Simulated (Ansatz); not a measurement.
`O[SiH]([SiH3])[SiH3]` + H–F → `F[SiH]([SiH3])[SiH3]` + H₂O at 500 K and 1 bar (ligand exchange at the Si–O bond).

Calculated with Ansatz (gas phase, PBE0-D4/def2-TZVP geometries, no zero-point term in ΔE). CBS: MP2 limit from def2 TZ/QZ plus the TZ coupled-cluster correction, frozen cores. This one scheme is used for every species. One conformer a species, not always the lowest.

```json
{"species": "`O[SiH]([SiH3])[SiH3]`", "CCSD(T)/CBS energy (Eh)": "-947.24817", "H − E (kJ/mol)": "248.4", "S (J/(mol·K))": "466.8"}
{"species": "H–F", "CCSD(T)/CBS energy (Eh)": "-100.39570", "H − E (kJ/mol)": "39.4", "S (J/(mol·K))": "188.7"}
{"species": "`F[SiH]([SiH3])[SiH3]`", "CCSD(T)/CBS energy (Eh)": "-971.28016", "H − E (kJ/mol)": "215.0", "S (J/(mol·K))": "451.9"}
{"species": "H₂O", "CCSD(T)/CBS energy (Eh)": "-76.37941", "H − E (kJ/mol)": "73.2", "S (J/(mol·K))": "206.3"}
```

H − E and S are ideal-gas, rigid-rotor, harmonic terms from PBE0-D4/def2-TZVP, for one conformer and one mirror image of each species. 1 Eh = 2625.50 kJ/mol, R = 8.31446 J/(mol·K).

By hand: ΔE, ΔH, ΔS and ΔG.

ΔE = (-971.28016) + (-76.37941) − (-947.24817) − (-100.39570) = -0.01570 Eh = -41.2 kJ/mol. Δ(H − E) = 215.0 + 73.2 − 248.4 − 39.4 = 0.4, so ΔH = -40.8 kJ/mol. ΔS = 451.9 + 206.3 − 466.8 − 188.7 = 2.7 J/(mol·K). ΔG = -40.8 − 500 × (2.7)/1000 = -42.1 kJ/mol.

By hand: the equilibrium constant, and the temperature at which ΔG would vanish if ΔH and ΔS stayed fixed.

log₁₀ K = −ΔG/(RT ln 10) = 4.4. ΔH and −TΔS have one sign here, so there is no such temperature. One of them is within its doubt of zero, so this could turn.

The number of gas molecules stays the same, so ΔS is small and ΔH decides. A doubt of 5 kJ/mol in ΔE shifts log₁₀ K by 0.5 here. Other conformers and mirror images would add mixing entropy, several J/(mol·K) or more a flexible species. These are equilibria of isolated gas molecules and say nothing of rates. Largest T1 diagnostic: 0.013 (customary marks: 0.02 for closed shells, 0.045 for open ones).
